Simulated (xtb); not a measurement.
C₂H₈GeO₃, SMILES C[CH2][Ge]([OH])([OH])[OH]. All values are semi-empirical tight-binding results from xtb (GFN2-xTB unless named), good for trends rather than for accurate numbers. The structure is a stationary point at GFN2-xTB. One conformer was computed; it need not be the lowest.

The geometry has at least one imaginary mode, so it is a saddle point at that level.

For metal compounds this method's bond lengths and energies can be far off.

```
Quantity      Result
-----------  -------
orbital gap  7.12 eV
```
